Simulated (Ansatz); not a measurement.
Abridged output of a molecular run in Ansatz:

```
Functional definition: HF
1143 factors; integrals over basis functions are off by at most 1.2e-3 eV
mean field evaluation 1: about -85600.5362 eV, gradient 3.9e1 eV
mean field evaluation 2: about -85600.5401 eV, gradient 3.9e1 eV
mean field evaluation 4: about -85603.9917 eV, gradient 3.3e0 eV
mean field evaluation 8: about -85604.0355 eV, gradient 2.0e-4 eV
mean field -85604.03548018 eV, -3145.8902793974 hartree, gradient 1.1e-6 eV, S^2 0.000000; 0 other end points of the search recorded, 0 dependent functions left out
25 core orbitals not correlated: weight in the atoms' cores, before any rotation towards them, 1.000 or more for the frozen orbitals, at most 0.000 for the correlated occupied ones
reference -85604.03548018 eV, -3145.8902793974 hartree; 20, 20 occupied and 75, 75 virtual orbitals, 1143 factors
second order -20.47563301 eV of doubles, -0.00000000 eV of singles
cycle   1  -20.75402810 eV  change   -2.8e-1 eV  update   1.2e-1
cycle   2  -21.38885398 eV  change   -6.3e-1 eV  update   3.6e-2
cycle   3  -21.52460631 eV  change   -1.4e-1 eV  update   1.9e-2
cycle   4  -21.51450634 eV  change    1.0e-2 eV  update   4.3e-3
cycle   5  -21.51387278 eV  change    6.3e-4 eV  update   2.1e-3
cycle   6  -21.51396494 eV  change   -9.2e-5 eV  update   6.3e-4
cycle   7  -21.51376329 eV  change    2.0e-4 eV  update   2.8e-4
cycle   8  -21.51378273 eV  change   -1.9e-5 eV  update   7.5e-5
cycle   9  -21.51382301 eV  change   -4.0e-5 eV  update   2.9e-5
perturbative correction -0.58261790 eV, -0.0214108130 hartree
Total energy: -85626.13192110 eV, -3146.7023086235 hartree
```

Its atoms:

Cartesian coordinates in Å:
```
S 0.8624 2.0989 -0.6072
Si 1.1294 0.1902 0.3031
Cl 2.1345 -0.8971 -1.1241
O -0.2644 -0.5095 0.6986
Ga -1.6967 -1.1089 -0.2188
H 0.2823 2.6156 0.4913
H 1.9828 0.2730 1.5033
H -1.5604 -1.1561 -1.7671
H -2.8698 -1.5061 0.7208
```

Task: Which basis set was used?
A. def2-SVPD
B. def2-TZVPP
C. def2-SVP
D. def2-QZVPP

Result: C. It gives 120 functions.

Task: Write the keys of the input that set method, charge and spin (a neutral closed shell needs none for the last two).

Result: 
```yaml
correlation: {method: ccsd_t}
```
